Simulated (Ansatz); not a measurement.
The lowest singlet and triplet of FHSi (SMILES F[SiH]); geometries from B3LYP-D3(BJ)/def2-TZVP, each state relaxed from the structure named, with no frequency check.
Singlet (charge 0, multiplicity 1):
```xyz
3

F      0.8441    -0.5754     0.0000
Si    -0.4348     0.4186     0.0000
H     -1.5091    -0.6821     0.0000
```
Triplet (charge 0, multiplicity 3):
```xyz
3

F      0.92612    -0.46262     0.00000
Si    -0.47571     0.33697     0.00000
H     -1.67520    -0.55403     0.00000
```

A positive gap puts the triplet lower; no zero-point energy. R- takes a restricted singlet. The triplet is unrestricted in single-reference levels. Active spaces average the two states.

Cores are frozen in the correlated methods.

Programs: Ansatz (Gaussian orbitals). Values without a source in brackets are computed.

R-PBE/def2-TZVPP gives -34.19 kcal/mol for the gap E(singlet) − E(triplet), adiabatic.

Problem. Where do these levels fall relative to PBE: R-r2SCAN/def2-TZVPP, R-PBE0/def2-TZVPP, R-wB97M-V/def2-TZVPP, R-B2PLYP/def2-TZVPP, R-MP2/cc-pV(Q+d)Z, R-CCSD(T)/cc-pV(Q+d)Z, SC-NEVPT2 on SA-CASSCF(2,2)/cc-pV(Q+d)Z, FIC-MRCISD+Q on SA-CASSCF(2,2)/cc-pV(Q+d)Z.

Solution. R-r2SCAN/def2-TZVPP 5.47; R-PBE0/def2-TZVPP 1.25; R-wB97M-V/def2-TZVPP -9.15; R-B2PLYP/def2-TZVPP -3.74; R-MP2/cc-pV(Q+d)Z -1.55; R-CCSD(T)/cc-pV(Q+d)Z -4.34; SC-NEVPT2 on SA-CASSCF(2,2)/cc-pV(Q+d)Z -5.15; FIC-MRCISD+Q on SA-CASSCF(2,2)/cc-pV(Q+d)Z -4.48 kcal/mol. 2 of 8 lie above PBE; the widest gap is to R-wB97M-V/def2-TZVPP.

Doubts at one or more of the structures used: a restricted determinant that unrestricted orbitals would lower (R-MP2/cc-pV(Q+d)Z, R-CCSD(T)/cc-pV(Q+d)Z).

Ansatz is a first-principles code.
